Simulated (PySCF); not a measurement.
BGeH₉Si₂, CH₇BGeSi, BClGeH₄Si, BGe₂H₄N and others (calculated)

Computed with PySCF 2.14.0. Calculation on a computer-drawn molecule: the log of a Hartree-Fock and frozen-core CCSD(T) single point meant for a local Hartree-Fock minimum, with one planted fault or none, to be diagnosed. Offsets are logged minus clean, where the clean run is the same molecule without the fault. The reference is restricted for singlets and unrestricted otherwise, and also for a bond in bohr or an excited solution. Adding or removing an electron swaps singlet and doublet. The excited solution moves the top pair (singlet) or top alpha electron (doublet) to the lowest empty orbital. Highest occupied and lowest empty are orbital energies over both spins, largest force is the largest gradient component, triples share is (T) over the correlation energy, the T1 limit is 0.02 restricted and 0.045 unrestricted, electrons count all cores, a negative frequency is imaginary (commonest isotopes), and the dipole is about the centre of nuclear charge; on germanium a core potential holds 10 electrons, which the energies leave out, and 3d is frozen in MP2 and coupled-cluster steps.

Common to all runs: meant charge 0; meant basis and core potential on germanium cc-pVDZ-PP ECP10MDF; logged SCF converged yes; possible faults no fault, one electron removed, one electron added, multiplicity raised by two, geometry at a saddle point, SCF held on an excited solution, minimal basis STO-3G, one bond length entered in bohr, all coordinates scaled.

```json
{"entry": 1, "formula": "BGeH9Si2", "logged_structure": {"atoms_angstrom": [["B", 1.7311, 0.4915, 3.2481], ["Ge", 0.1975, -0.6002, 2.3599], ["Si", 0.5122, -0.6794, -0.0398], ["Si", 0.3339, 1.461, -1.0352], ["H", 1.6583, 1.6845, 3.3376], ["H", 2.7249, -0.0513, 3.64], ["H", -1.1771, 0.0365, 2.6241], ["H", 0.1451, -2.0471, 2.8755], ["H", -0.506, -1.5847, -0.6299], ["H", 1.855, -1.241, -0.3389], ["H", -1.0063, 2.038, -0.7713], ["H", 1.3591, 2.368, -0.4619], ["H", 0.5397, 1.3798, -2.5016]]}, "given": {"meant_multiplicity": 1, "meant_basis": "cc-pV(D+d)Z", "logged_electrons": 74, "logged_basis_functions": 128, "logged_spin_squared": 0.0, "logged_highest_occupied [eV]": -3.3069, "logged_lowest_empty [eV]": -5.751, "logged_largest_force [hartree/bohr]": 0.16035, "logged_CC_converged": "no", "logged_dipole_magnitude [debye]": 9.0693, "logged_SCF_stable_within_its_kind": "no", "logged_energy_HF [hartree]": -900.60077, "drawn_bonds_atom": [1, 2, 3, 1, 1, 2, 2, 3, 3, 4, 4, 4], "drawn_bonds_other_atom": [2, 3, 4, 5, 6, 7, 8, 9, 10, 11, 12, 13], "drawn_bonds_order": [1, 1, 1, 1, 1, 1, 1, 1, 1, 1, 1, 1]}, "results": {"planted_fault": "SCF held on an excited solution", "HF_energy_offset_from_clean_run [kcal/mol]": 337.4}, "notes": ["CCSD not converged"]}
{"entry": 2, "formula": "CH7BGeSi", "logged_structure": {"atoms_angstrom": [["B", -0.8561, 2.7543, -2.5288], ["Ge", -1.8358, 1.474, -1.2118], ["Si", -0.2259, -0.1077, -0.3964], ["C", 1.295, -0.3299, -1.1204], ["H", -0.515, 2.1395, -4.6797], ["H", -0.4319, 3.8089, -2.1532], ["H", -2.9775, 0.695, -1.881], ["H", -2.4289, 2.2003, 0.0044], ["H", -0.5895, -0.894, 0.8], ["H", 1.6075, 0.2216, -2.0009], ["H", 2.023, -1.041, -0.744]]}, "given": {"meant_multiplicity": 1, "meant_basis": "cc-pV(D+d)Z", "logged_electrons": 64, "logged_basis_functions": 109, "logged_spin_squared": 0.9663, "logged_highest_occupied [eV]": -8.0855, "logged_lowest_empty [eV]": 0.75426, "logged_largest_force [hartree/bohr]": 0.023573, "logged_T1_diagnostic": 0.073461, "logged_D1_diagnostic": 0.27394, "logged_triples_share": 0.038871, "logged_CC_converged": "yes", "logged_dipole_magnitude [debye]": 0.95814, "logged_SCF_stable_within_its_kind": "yes", "logged_energy_HF [hartree]": -648.73689, "logged_energy_CCSD(T) [hartree]": -649.2306, "drawn_bonds_atom": [1, 2, 3, 1, 1, 2, 2, 3, 4, 4], "drawn_bonds_other_atom": [2, 3, 4, 5, 6, 7, 8, 9, 10, 11], "drawn_bonds_order": [1, 1, 2, 1, 1, 1, 1, 1, 1, 1]}, "results": {"planted_fault": "one bond length entered in bohr, row 4 of the drawn bonds", "HF_energy_offset_from_clean_run [kcal/mol]": 74.02, "CCSD(T)_energy_offset_from_clean_run [kcal/mol]": 75.45}, "notes": ["T1 above single-reference limit"]}
{"entry": 3, "formula": "BClGeH4Si", "logged_structure": {"atoms_angstrom": [["B", -0.6329, -1.8646, 1.7842], ["Ge", -0.6682, 0.1252, 1.1891], ["Si", -0.2824, 1.8205, 2.9237], ["Cl", -2.63, 0.5442, 0.253], ["H", 0.4232, -2.3773, 2.0225], ["H", -1.6438, -2.4839, 1.9339], ["H", 0.3414, 0.3832, 0.0581], ["H", 1.0499, 1.1814, 3.2734]]}, "given": {"meant_multiplicity": 1, "meant_basis": "cc-pV(D+d)Z", "logged_electrons": 73, "logged_basis_functions": 103, "logged_spin_squared": 0.7691, "logged_highest_occupied [eV]": -2.2108, "logged_lowest_empty [eV]": 5.1045, "logged_largest_force [hartree/bohr]": 0.017871, "logged_T1_diagnostic": 0.025809, "logged_D1_diagnostic": 0.11964, "logged_triples_share": 0.02984, "logged_CC_converged": "yes", "logged_dipole_magnitude [debye]": 5.1004, "logged_SCF_stable_within_its_kind": "yes", "logged_energy_HF [hartree]": -1068.83525, "logged_energy_CCSD(T) [hartree]": -1069.31241, "drawn_bonds_atom": [1, 2, 2, 1, 1, 2, 3], "drawn_bonds_other_atom": [2, 3, 4, 5, 6, 7, 8], "drawn_bonds_order": [1, 1, 1, 1, 1, 1, 1]}, "results": {"planted_fault": "one electron added", "HF_energy_offset_from_clean_run [kcal/mol]": -29.02, "CCSD(T)_energy_offset_from_clean_run [kcal/mol]": -36.78}}
{"entry": 4, "formula": "BGe2H4N", "logged_structure": {"atoms_angstrom": [["B", 0.2611, 2.3044, -0.6877], ["Ge", -1.6867, 1.6413, -0.4111], ["N", -2.49, 0.7438, -1.575], ["Ge", -3.4948, 0.0397, -2.8764], ["H", 0.8468, 2.8707, 0.1874], ["H", 0.7833, 2.1031, -1.7417], ["H", -2.408, 1.941, 0.9065], ["H", -3.1488, -1.4909, -2.57]]}, "given": {"meant_multiplicity": 1, "meant_basis": "cc-pVDZ", "logged_electrons": 80, "logged_basis_functions": 94, "logged_spin_squared": 0.0, "logged_highest_occupied [eV]": -7.8057, "logged_lowest_empty [eV]": -0.044067, "logged_largest_force [hartree/bohr]": 6.7082e-06, "logged_lowest_frequency [cm^-1]": 51.729, "logged_T1_diagnostic": 0.029848, "logged_D1_diagnostic": 0.10635, "logged_triples_share": 0.041967, "logged_CC_converged": "yes", "logged_dipole_magnitude [debye]": 3.4057, "logged_SCF_stable_within_its_kind": "yes", "logged_energy_HF [hartree]": -668.11847, "logged_energy_CCSD(T) [hartree]": -668.60804, "drawn_bonds_atom": [1, 2, 3, 1, 1, 2, 4], "drawn_bonds_other_atom": [2, 3, 4, 5, 6, 7, 8], "drawn_bonds_order": [1, 2, 1, 1, 1, 1, 1]}, "results": {"planted_fault": "no fault", "HF_energy_offset_from_clean_run [kcal/mol]": 0.0, "CCSD(T)_energy_offset_from_clean_run [kcal/mol]": 0.0}, "notes": ["T1 above single-reference limit"]}
{"entry": 5, "formula": "BGeH5NSi", "logged_structure": {"atoms_angstrom": [["B", -1.2881, 1.4204, -0.7614], ["Ge", 0.4389, 1.8651, 0.0718], ["N", 1.8883, 0.8158, 0.1164], ["Si", 3.0925, 0.0454, -0.5032], ["H", -2.1713, 2.226, -0.6822], ["H", -1.4311, 0.3705, -1.3197], ["H", 0.7715, 3.1617, 0.812], ["H", 3.9204, -0.8852, 0.2794], ["H", 3.5702, 0.1459, -1.8954]]}, "given": {"meant_multiplicity": 2, "meant_basis": "cc-pV(D+d)Z", "logged_electrons": 63, "logged_basis_functions": 99, "logged_spin_squared": 0.7941, "logged_highest_occupied [eV]": -4.6363, "logged_lowest_empty [eV]": -1.2713, "logged_largest_force [hartree/bohr]": 0.14757, "logged_dipole_magnitude [debye]": 6.724, "logged_SCF_stable_within_its_kind": "no", "logged_energy_HF [hartree]": -664.18752, "drawn_bonds_atom": [1, 2, 3, 1, 1, 2, 4, 4], "drawn_bonds_other_atom": [2, 3, 4, 5, 6, 7, 8, 9], "drawn_bonds_order": [1, 2, 1, 1, 1, 1, 1, 1]}, "results": {"planted_fault": "SCF held on an excited solution", "HF_energy_offset_from_clean_run [kcal/mol]": 60.12}, "notes": ["coupled-cluster numbers left out as unreliable"]}
{"entry": 6, "formula": "BGeH3O", "logged_structure": {"atoms_angstrom": [["B", 0.9827, 1.4998, 1.4577], ["Ge", 0.0796, 0.1408, 0.1696], ["O", 0.3303, -1.4626, 0.2202], ["H", 2.0309, 1.9946, 1.1675], ["H", 0.4541, 1.7895, 2.4895], ["H", -0.8732, 0.755, -0.8723]]}, "given": {"meant_multiplicity": 1, "meant_basis": "cc-pVDZ", "logged_electrons": 47, "logged_basis_functions": 66, "logged_spin_squared": 0.7638, "logged_highest_occupied [eV]": -18.2, "logged_lowest_empty [eV]": -5.3746, "logged_largest_force [hartree/bohr]": 0.11042, "logged_T1_diagnostic": 0.037322, "logged_D1_diagnostic": 0.16832, "logged_triples_share": 0.027218, "logged_CC_converged": "yes", "logged_dipole_magnitude [debye]": 3.0108, "logged_SCF_stable_within_its_kind": "yes", "logged_energy_HF [hartree]": -394.30767, "logged_energy_CCSD(T) [hartree]": -394.65091, "drawn_bonds_atom": [1, 2, 1, 1, 2], "drawn_bonds_other_atom": [2, 3, 4, 5, 6], "drawn_bonds_order": [1, 2, 1, 1, 1]}, "results": {"planted_fault": "one electron removed", "HF_energy_offset_from_clean_run [kcal/mol]": 174.3, "CCSD(T)_energy_offset_from_clean_run [kcal/mol]": 213.9}}
{"entry": 7, "formula": "AlBGeH5O", "logged_structure": {"atoms_angstrom": [["B", 3.0602, 0.0244, 1.5703], ["Ge", 1.7317, 1.568, 1.6159], ["Al", -0.1533, 1.9453, 0.0802], ["O", -1.1625, 3.2859, 0.2628], ["H", 3.9422, -0.0529, 2.3767], ["H", 2.9574, -0.8181, 0.7244], ["H", 1.9455, 2.5981, 2.7376], ["H", -0.4784, 0.9671, -1.1053], ["H", -1.1372, 3.9797, 0.8998]]}, "given": {"meant_multiplicity": 2, "meant_basis": "cc-pV(D+d)Z", "logged_electrons": 63, "logged_basis_functions": 99, "logged_spin_squared": 3.7831, "logged_highest_occupied [eV]": -6.0197, "logged_lowest_empty [eV]": -2.0117, "logged_largest_force [hartree/bohr]": 0.059551, "logged_T1_diagnostic": 0.02578, "logged_D1_diagnostic": 0.11905, "logged_triples_share": 0.026647, "logged_CC_converged": "yes", "logged_dipole_magnitude [debye]": 3.3273, "logged_SCF_stable_within_its_kind": "yes", "logged_energy_HF [hartree]": -637.63971, "logged_energy_CCSD(T) [hartree]": -638.10836, "drawn_bonds_atom": [1, 2, 3, 1, 1, 2, 3, 4], "drawn_bonds_other_atom": [2, 3, 4, 5, 6, 7, 8, 9], "drawn_bonds_order": [1, 1, 1, 1, 1, 1, 1, 1]}, "results": {"planted_fault": "multiplicity raised by two", "HF_energy_offset_from_clean_run [kcal/mol]": 88.33, "CCSD(T)_energy_offset_from_clean_run [kcal/mol]": 89.85}}
{"entry": 8, "formula": "AlBGeH5O", "logged_structure": {"atoms_angstrom": [["B", 3.0602, 0.0244, 1.5703], ["Ge", 1.7317, 1.568, 1.6159], ["Al", -0.1533, 1.9453, 0.0802], ["O", -1.1625, 3.2859, 0.2628], ["H", 3.9422, -0.0529, 2.3767], ["H", 2.9574, -0.8181, 0.7244], ["H", 1.9455, 2.5981, 2.7376], ["H", -0.4784, 0.9671, -1.1053], ["H", -1.1372, 3.9797, 0.8998]]}, "given": {"meant_multiplicity": 2, "meant_basis": "cc-pV(D+d)Z", "logged_electrons": 63, "logged_basis_functions": 99, "logged_spin_squared": 0.7599, "logged_highest_occupied [eV]": -8.1108, "logged_lowest_empty [eV]": 0.010835, "logged_largest_force [hartree/bohr]": 1.0389e-05, "logged_lowest_frequency [cm^-1]": 53.639, "logged_T1_diagnostic": 0.01795, "logged_D1_diagnostic": 0.07385, "logged_triples_share": 0.024147, "logged_CC_converged": "yes", "logged_dipole_magnitude [debye]": 1.0134, "logged_SCF_stable_within_its_kind": "yes", "logged_energy_HF [hartree]": -637.78046, "logged_energy_CCSD(T) [hartree]": -638.25154, "drawn_bonds_atom": [1, 2, 3, 1, 1, 2, 3, 4], "drawn_bonds_other_atom": [2, 3, 4, 5, 6, 7, 8, 9], "drawn_bonds_order": [1, 1, 1, 1, 1, 1, 1, 1]}, "results": {"planted_fault": "no fault", "HF_energy_offset_from_clean_run [kcal/mol]": 0.0, "CCSD(T)_energy_offset_from_clean_run [kcal/mol]": 0.0}}
```
